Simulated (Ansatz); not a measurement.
Reaction (homolysis of the As–C bond): `[SiH3]C[AsH2]` → `[AsH2]`• + `[CH2][SiH3]`•

Program: Ansatz. Geometries: PBE0-D4/def2-TZVP. ΔE: electronic, gas phase. CCSD(T)/CBS adds triple-zeta CCSD(T) − MP2 to the extrapolated MP2 energy (def2 sets, frozen cores). DFT in def2-TZVPP. B3LYP here is the variant with VWN-RPA as its local correlation; programs differ in this. Open shells (•) are unrestricted, without spin–orbit coupling. For As outer-core shells are correlated without core-valence functions, which leaves a few kJ/mol of doubt a bond. Scalar relativity is left out up to krypton.

`[SiH3]C[AsH2]`:

```xyz
10

Si   -0.629    0.176    1.054
C     0.613    0.667   -0.251
As    0.803   -0.640   -1.727
H    -0.727    1.199    2.134
H    -0.227   -1.118    1.667
H    -1.971    0.016    0.434
H     0.342    1.621   -0.711
H     1.608    0.796    0.183
H    -0.693   -0.842   -1.949
H     0.879   -1.874   -0.833
```

`[AsH2]`•:

Cartesian coordinates in Å:
```
As -0.396 0.317 0.504
H -0.408 0.309 -1.022
H 0.804 -0.626 0.518
```

`[CH2][SiH3]`•:

Z-matrix (Å, degrees):
```
Si
C 1 1.840
H 1 1.487 2 110.3
H 1 1.487 2 110.4 3 -121.0
H 1 1.492 2 111.3 3 119.5
H 2 1.085 1 122.6 3 152.6
H 2 1.085 1 122.6 3 -29.9
```

CCSD(T)/CBS gives +286.0 kJ/mol.

Problem. Another level gave +277.6 kJ/mol. Which?
A. BLYP/def2-TZVPP
B. B3LYP/def2-TZVPP
C. B2PLYP/def2-TZVPP
D. CCSD(T)/def2-TZVPP

Solution. D. CCSD(T)/def2-TZVPP 277.6, B2PLYP 264.2, B3LYP 247.2, BLYP 242.1 kJ/mol.

Largest T1 diagnostic among the species: 0.012.

The D4 term adds +16.8 kJ/mol with B3LYP and +8.9 kJ/mol with PBE0; it sums over pairs of atoms, weighted by their polarisabilities, and B3LYP, whose exchange is more repulsive, gets the larger term. In def2-TZVPP, CCSD(T) changes the Hartree–Fock value by +129.4 kJ/mol (the triples alone add +13.2 kJ/mol) and MP2 by +149.4 kJ/mol; breaking electron pairs costs correlation energy, which Hartree–Fock lacks. From r2SCAN to r2SCAN0 (25 % exact exchange), in def2-TZVPP and without D4, ΔE moves by −4.7 kJ/mol: exact exchange takes away binding that semilocal exchange gives to molecules.
